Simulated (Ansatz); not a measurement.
C$_{3}$H$_{6}$BN, SMILES `BNC#CC`, relaxed with RKS PBE-D4/def2-SVP in Ansatz 0.2.0 from a rough embedded geometry. The force threshold is 0.03 eV/Å; the program also tests the step.

The species carries charge 0 and has multiplicity 1.

Start:

```xyz
11

B     2.411    0.779   -0.536
N     0.957    0.856   -1.093
C    -0.087    0.247   -0.408
C    -0.978   -0.342    0.298
C    -2.061   -0.941    0.985
H     3.254    1.276   -1.214
H     2.653    0.156    0.413
H     0.726    1.349   -1.938
H    -2.685   -0.204    1.395
H    -1.593   -1.561    1.808
H    -2.597   -1.615    0.290
```

(1) By how much does the energy fall, and how many steps does the optimiser take? (An estimate is asked.)

(2) Which bonds change most? (Best estimate.)

(3) Give the relaxed structure. (Estimate.)

## Answers

(1) Computed: 16.68 kcal/mol, in 6 steps.

(2) Ansatz gave: B1–N2 from 1.558 to 1.416 Å; C5–H9 from 1.049 to 1.111 Å; C3–C4 from 1.281 to 1.224 Å; B1–H7 from 1.162 to 1.212 Å.

(3) Ansatz gave: 
```xyz
11

B     2.395    0.811   -0.595
N     1.038    0.763   -0.996
C    -0.001    0.188   -0.335
C    -0.943   -0.327    0.253
C    -2.056   -0.945    0.961
H     3.174    1.378   -1.335
H     2.717    0.291    0.452
H     0.773    1.206   -1.884
H    -2.678   -0.195    1.495
H    -1.694   -1.672    1.717
H    -2.725   -1.498    0.268
```
